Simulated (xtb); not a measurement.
Si(F)2(OH)(OSiH3) (F2H4O2Si2), SMILES O[Si](O[SiH3])(F)F. All values are semi-empirical tight-binding results from xtb (GFN2-xTB unless named), good for trends rather than for accurate numbers. The structure is a stationary point at GFN2-xTB. The structure was generated by enumeration, and PubChem lists no compound with its InChIKey, so it may never have been made. The values are those of a single conformer.

Optimised geometry:

Bonds (Å): O1–Si2 1.596, O1–H7 0.953, Si2–F3 1.594, Si2–F4 1.593, Si2–O5 1.582, O5–Si6 1.635, Si6–H8 1.461, Si6–H9 1.458, Si6–H10 1.461. Bond angles (°): Si2–O1–H7 121.4, O1–Si2–F3 112.0, O1–Si2–F4 112.0, O1–Si2–O5 107.6, F3–Si2–F4 102.6, F3–Si2–O5 111.3, F4–Si2–O5 111.3, Si2–O5–Si6 150.2, O5–Si6–H8 107.4, O5–Si6–H9 101.8, O5–Si6–H10 107.5, H8–Si6–H9 113.8, H8–Si6–H10 111.7, H9–Si6–H10 113.7.

| Quantity | Result |
|---|---|
| point group as xtb finds it | Cs |
| orbital gap | 6.30 eV |
| dipole moment | 1.01 D |
| zero-point energy | 30.0 kcal/mol |
| G − E(el) at 298.15 K (modified RRHO) | 8.1 kcal/mol |
| static polarisability (D4 model) | 77.8 bohr³ |
| solvation energy, GFN2-xTB/ALPB(water) | -3.9 kcal/mol |
| solvation energy, GFN2-xTB/ALPB(toluene) | -1.9 kcal/mol |

Computed atomic charges and the Wiberg bond orders between heavy atoms:
charges (e) O1 -0.43, Si2 0.73, F3 -0.26, F4 -0.26, O5 -0.42, Si6 0.53, H7 0.33, H8 -0.07, H9 -0.07, H10 -0.07. Bond orders O1–Si2 1.21, Si2–F3 1.04, Si2–F4 1.04, Si2–O5 1.19, O5–Si6 0.98.
